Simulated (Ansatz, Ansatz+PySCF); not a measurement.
```tsv
atom	x (Å)	y (Å)	z (Å)
Si	0.0000	0.0000	0.0000
Si	0.0000	0.0000	2.4706
```

Basis set: def2-SVP (spherical functions). Left uncorrelated: 10 orbitals. Correlation on ROHF uses semicanonical orbitals with singles. Charge 0, multiplicity 3.

Computed with Ansatz (development build ahead of 0.2.0); the reference of a correlated method needn't be the lowest determinant of its kind.

The atomization energy at this shape (free ground-state atoms in the same class of orbitals less the molecule, no zero-point energy) of triplet Si₂:

| method | atomization energy |
| --- | --- |
| ROHF-MP2 | 236.9 kJ/mol |
| UHF-MP2 | 213.6 kJ/mol |
| ROHF | 132.4 kJ/mol |
| UHF | 125.2 kJ/mol |

Question: What does ROHF-CCSD(T) give?

Answer: 244.9 kJ/mol. Caution: the shape is not the minimum. Caution for ROHF-CCSD(T): the determinant is a saddle point. Caution for ROHF-MP2, UHF-MP2: another reference gives a lower total. Caution for UHF-MP2, UHF: the determinant may break the point group; the unrestricted determinant is spin contaminated.
